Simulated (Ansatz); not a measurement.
Ansatz (a program for electronic structure) input (PBE0/def2-TZVPD):

Ansatz 0.2 input:
```yaml
crystal:
  periodic: [false, false, false]
  atoms:
    - {symbol: Li, position_ang: [-0.00000000, -0.00000000, -3.55343741]}
    - {symbol: Cs, position_ang: [0.00000000, 0.00000000, 0.19382386]}
basis:
  gaussian:
    orbitals: def2-TZVPD
hamiltonian:
  xc: {name: PBE0}
total_charge: 1
magnetization: {spin_polarized: true, initial_magnetization: 1}
```

Output:

```
Functional definition: PBE0
integrals: 0.02 GiB planned
474 factors; their error is unknown
mean field: 0.15 GiB planned
mean field evaluation 1: about -747.5086 eV, gradient 3.3e0 eV
mean field evaluation 2: about -747.5771 eV, gradient 2.2e0 eV
mean field evaluation 4: about -747.6143 eV, gradient 5.1e-2 eV
mean field evaluation 8: about -747.6149 eV, gradient 1.2e-3 eV
mean field -747.61487254 eV, -27.4743398141 hartree, gradient 4.2e-5 eV, S^2 0.750042; 0 other end points of the search recorded, 0 dependent functions left out
reference -747.61491314 eV, -27.4743413063 hartree; 6, 5 occupied and 43, 44 virtual orbitals, 474 factors
Total energy: -747.61491314 eV, -27.4743413063 hartree
```

This state (charge 1, doublet) is run at the relaxed geometry of the species with charge 0 and multiplicity 1.
